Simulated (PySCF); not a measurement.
These 5 structures share the formula C7H13B. The calculation used PySCF, PBE0-D3(BJ)/def2-SVP geometry optimisation, gas phase. Energies are electronic, without zero-point or thermal terms, for one conformer each. No frequencies were run at this level. Point groups hold within 0.08 Å.

Question: Order them by energy at this level, lowest first, and give relative energies in kcal/mol.
A. `[CH2:1]=[CH:2][C@H:3]1[BH:4][CH2:5][CH2:6][CH2:7][CH2:8]1` with C1–C2–C3–B4 103°, C2–C3–B4–C5 156°, C3–B4–C5–C6 -23°, B4–C5–C6–C7 40°, C5–C6–C7–C8 -59°
B. `[BH2:1][CH2:2][C@H:3]1[CH2:4][CH2:5][C:6](=[CH2:7])[CH2:8]1` with H–B1–C2–C3 -19° and 165°, B1–C2–C3–C4 171°, C2–C3–C4–C5 166°, C3–C4–C5–C6 -33°, C4–C5–C6–C7 -168°, C5–C6–C8–C3 13°
C. `[CH2:1]=[CH:2][BH:3][CH:4]1[CH2:5][CH2:6][CH2:7][CH2:8]1` with C1–C2–B3–C4 -177°, C2–B3–C4–C5 97°, B3–C4–C5–C6 163°, C4–C5–C6–C7 -22°, C5–C6–C7–C8 -4°, C6–C7–C8–C4 28°
D. `[CH2:1]=[C:2]([CH3:3])[C@@H:4]1[BH:5][CH2:6][CH2:7][CH2:8]1` with C1–C2–C4–B5 -112°, C2–C4–B5–C6 -148°, C4–B5–C6–C7 -10°, B5–C6–C7–C8 30°, C6–C7–C8–C4 -39°
E. `[BH2:1][C@H:2]1[CH2:3][CH:4]=[CH:5][CH2:6][CH2:7][CH2:8]1` with H–B1–C2–C3 26° and -160°, B1–C2–C3–C4 61°, C2–C3–C4–C5 57°, C4–C5–C6–C7 -57°, C5–C6–C7–C8 71°

Answer: A (0.0), D (0.3), C (3.5), B (11.1), E (11.2).

Neighbours under 2.5 kcal/mol apart (C=C[C@H]1BCCCC1 and C=C(C)[C@@H]1BCCC1; BC[C@H]1CCC(=C)C1 and B[C@H]1CC=CCCC1) can change places with a better method, another conformer or zero-point energy.

```tsv
SMILES	E (Eh)	E rel (kcal/mol)	dipole (D)	point group	A, B, C (MHz)
C=C[C@H]1BCCCC1	-298.82675	0.0	0.95	C1	4162, 1284, 1058
C=C(C)[C@@H]1BCCC1	-298.82630	0.3	0.91	C1	3976, 1258, 1236
C=CBC1CCCC1	-298.82109	3.5	0.70	C1	5682, 936.8, 859.7
BC[C@H]1CCC(=C)C1	-298.80914	11.1	0.93	C1	4172, 1279, 1038
B[C@H]1CC=CCCC1	-298.80883	11.2	0.87	C1	2620, 2134, 1504
```

How do the relative energies change in single points at PBE0/pcSseg-1 (no added dispersion term) on the same geometries?

```tsv
SMILES	PBE0-D3(BJ)/def2-SVP (kcal/mol)	PBE0/pcSseg-1 (kcal/mol)	shift
C=C[C@H]1BCCCC1	0.0	0.0	0.0
C=C(C)[C@@H]1BCCC1	0.3	0.3	0.0
C=CBC1CCCC1	3.5	2.5	-1.0
BC[C@H]1CCC(=C)C1	11.1	10.8	-0.3
B[C@H]1CC=CCCC1	11.2	12.1	+0.9
```

Each column counts from its own lowest isomer. The order is unchanged; the largest shift is 1.0 kcal/mol.

As an exercise, what shares would exp(−E/RT) give at 500 K from these electronic energies alone (no entropy, no degeneracies)?

RT = 0.994 kcal/mol: C=C[C@H]1BCCCC1 56.1 %, C=C(C)[C@@H]1BCCC1 42.3 %, C=CBC1CCCC1 1.6 %, BC[C@H]1CCC(=C)C1 under 0.1 %, B[C@H]1CC=CCCC1 under 0.1 %.
